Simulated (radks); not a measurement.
Spherical jellium clusters: N electrons in a uniform positive sphere of charge N and radius rs N^(1/3), rs = 3.83 bohr. Calculated with a radial shooting solver with Libxc functionals: non-relativistic Kohn-Sham, LDA (Slater exchange, Perdew-Wang correlation), spin-polarised, spherical densities. Levels are named by radial order and angular momentum (1s, 1p, 1d, 2s, ...), and open shells are averaged over m.

N = 4, configuration 1s2 1p(up 2, down 0). This is the lowest configuration that the search found. Occupied and some empty levels:

level,occupation,eigenvalue (eV),<r> (bohr)
1s up,1,-4.5570,4.358
1s down,1,-3.9873,4.346
1p up,2,-2.7153,5.646
1p down,0,-2.1510,5.846
1d up,0,-0.82342,7.429
2s up,0,-0.81971,8.507
2s down,0,-0.59739,9.312
1d down,0,-0.42197,8.262

Energy (eV): total -5.93640, kinetic 7.6414, external -81.698, Hartree 39.177, exchange-correlation -14.024, background 42.967.

Electron density:

r (bohr),n(r) (e/bohr^3)
0.485,0.005384
1.02,0.005411
1.56,0.005422
2.10,0.005366
2.64,0.005189
3.18,0.004848
3.72,0.004332
4.26,0.003671
4.80,0.002933
5.34,0.002201
5.88,0.001555
6.42,0.001043
6.96,0.0006720
7.50,0.0004208
8.04,0.0002579
8.58,0.0001553
9.12,0.00009227
9.66,0.00005429
10.2,0.00003175
10.7,0.00001842
